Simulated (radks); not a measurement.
Results of a calculation; reference values are marked as such.
Question: All-electron atom: Cd9+ in [Kr] 4d3. Code: a radial shooting solver on a logarithmic mesh with Libxc functionals. Model: non-relativistic Kohn-Sham, PBE, spin-polarised, spherical densities, point nucleus; open shells are filled with parallel spins first (spin-orbit coupling, left out, can overturn this in heavy ions); relativity is left out, which matters for an element this heavy. Some entries of the table are withheld. Estimate them.

orbital,occ.,eigenvalue (eV),<1/r> (bohr^-1),<r> (bohr)
1s up,1,-25823.92,47.48,0.03171
1s down,1,-25823.92,47.48,0.03171
2s up,1,-3903.631,10.82,0.1373
2s down,1,-3902.608,10.82,0.1373
2p up,3,-3651.039,10.82,0.1173
2p down,3,-3650.284,10.82,0.1172
3s up,1,-863.8589,3.875,0.3705
3s down,1,-863.3777,3.876,0.3703
3p up,3,-761.4521,3.795,0.3619
3p down,3,-760.8932,3.796,0.3617
3d up,5,-572.4898,3.650,0.3331
3d down,5,-571.6132,3.650,0.3330
4s up,1,(1),1.593,0.8628
4s down,1,(2),1.595,0.8623
4p up,3,-223.4005,1.507,(3)
4p down,3,-219.5173,1.508,(4)
4d up,3,-163.9989,1.325,0.9898
4d down,0,-160.2056,1.322,0.9929

Answer: 
(1) 4s up eigenvalue (eV): -258.3004
(2) 4s down eigenvalue (eV): -254.4231
(3) 4p up <r> (bohr): 0.8991
(4) 4p down <r> (bohr): 0.8992
